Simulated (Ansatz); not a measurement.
Cost and result for the atomization energy of CH₇B₂FSi (`B[SiH2]C(B)F`) (12 atoms, 11 bonds).

| atom | x (Å) | y (Å) | z (Å) |
| --- | --- | --- | --- |
| B1 | 1.604 | -0.683 | 0.662 |
| Si2 | 0.747 | 0.542 | -0.690 |
| C3 | -0.752 | 0.304 | 0.564 |
| B4 | -1.773 | -0.107 | -0.450 |
| F5 | -0.127 | -0.736 | 1.373 |
| H6 | 2.197 | -0.195 | 1.577 |
| H7 | 1.772 | -1.836 | 0.403 |
| H8 | 0.374 | 0.006 | -2.030 |
| H9 | 1.066 | 1.985 | -0.833 |
| H10 | -0.840 | 1.179 | 1.202 |
| H11 | -1.926 | -1.245 | -0.772 |
| H12 | -2.341 | 0.787 | -1.005 |

Total charge 0; spin multiplicity 1. All single points use the PBE0-D4/def2-TZVP geometry. It is one conformer, not always the lowest. Program: Ansatz. All runs use 4 threads of an Arm Neoverse V2 on a shared host. Times are those of one run each, without the atoms' runs, and a repeat can differ threefold. Electronic energies, without spin–orbit coupling; frozen cores. CCSD(T)/CBS adds CCSD(T) − MP2 in def2-TZVPP to the MP2 limit, and its time is that of the two runs behind it. T1 = 0.014. B3LYP takes the VWN-RPA correlation (the form of Gaussian; ORCA's B3LYP/G).

CCSD(T)/CBS is a level of theory with its own doubt, some kJ/mol a heavy atom from the limit and from the frozen cores, so smaller differences don't rank the functionals.

```
                             level  functions  wall time  atomization (kcal/mol)  difference from CCSD(T)/CBS  per bond
   PBE-D4/def2-TZVPP (with forces)        264      2.3 s                   983.2                         20.2       1.8
                PBE0-D4/def2-TZVPP        264      2.5 s                   970.5                          7.5       0.7
 B3LYP-D4/def2-TZVPP (with forces)        264      4.1 s                   971.3                          8.3       0.8
r2SCAN-D4/def2-TZVPP (with forces)        264      4.3 s                   976.6                         13.6       1.2
                 B2PLYP/def2-TZVPP        264      4.6 s                   958.4                         -4.6      -0.4
                ωB97X-V/def2-TZVPP        264        7 s                   973.3                         10.3       0.9
  ωB97M-V/def2-TZVPP (with forces)        264       10 s                   973.6                         10.6       1.0
                    MP2/def2-QZVPP        508       20 s                   965.0                          2.0       0.2
                CCSD(T)/def2-TZVPP        264    2.1 min                   941.9                        -21.1      -1.9
                 CCSD(T)/CBS(def2)          –    2.5 min                   963.0                          0.0       0.0
```

In def2-TZVPP, CCSD(T) changes the Hartree–Fock value by +208.9 kcal/mol (the triples alone add +12.4 kcal/mol) and MP2 by +219.5 kcal/mol; breaking electron pairs costs correlation energy, which Hartree–Fock lacks. The D4 term adds +9.5 kcal/mol with B3LYP and +4.9 kcal/mol with PBE0; it sums over pairs of atoms, weighted by their polarisabilities, and B3LYP, whose exchange is more repulsive, gets the larger term. From PBE to PBE0 (25 % exact exchange), in def2-TZVPP and without D4, the atomization energy moves by −11.8 kcal/mol: exact exchange takes away binding that semilocal exchange gives to molecules.
